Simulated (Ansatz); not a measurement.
The same molecule with X = B, Al, Ga, In. Ansatz, PBE0-D4/def2-TZVP geometries, multiplicity 1. Each molecule was computed in one conformer, which needn't be the lowest.

Elements past krypton have def2 core potentials. Scalar relativity is left out up to krypton.

| X | molecule | mean X–Cl bond length / Å | mean X–N bond length / Å | HOMO energy (B3LYP/def2-TZVPP) / eV | HOMO–LUMO gap (ωB97M-V/def2-TZVPP) / eV | LUMO energy (PBE0/def2-TZVPP) / eV |
| --- | --- | --- | --- | --- | --- | --- |
| B | `[NH3+][B-](Cl)(Cl)Cl` | 1.827 | 1.614 | -7.74 | 11.41 | -0.28 |
| Ga | `[NH3+][Ga-]([Cl])([Cl])[Cl]` | 2.155 | 2.067 | -8.28 | 11.69 | -0.70 |
| In | `[NH3+][In-]([Cl])([Cl])[Cl]` | 2.328 | 2.286 | -8.42 | 11.26 | -1.65 |

Task: Give the row for X = Al, `[NH3+][Al-]([Cl])([Cl])[Cl]`. (An estimate is asked.)

Result: Ansatz gave: 
| X | molecule | mean X–Cl bond length / Å | mean X–N bond length / Å | HOMO energy (B3LYP/def2-TZVPP) / eV | HOMO–LUMO gap (ωB97M-V/def2-TZVPP) / eV | LUMO energy (PBE0/def2-TZVPP) / eV |
| --- | --- | --- | --- | --- | --- | --- |
| Al | `[NH3+][Al-]([Cl])([Cl])[Cl]` | 2.111 | 1.997 | -8.20 | 11.65 | -0.52 |

From B to In the mean X–Cl bond length rises at each step, by 0.501 Å in all; the mean X–N bond length rises at each step, by 0.672 Å in all; the HOMO energy (B3LYP/def2-TZVPP) falls at each step, by 0.68 eV in all; the HOMO–LUMO gap (ωB97M-V/def2-TZVPP) isn't monotonic: highest at Ga, lowest at In; the LUMO energy (PBE0/def2-TZVPP) falls at each step, by 1.37 eV in all. Bonds lengthen as the atom grows down the group.

B3LYP here is the variant with VWN-RPA as its local correlation; programs differ in this.
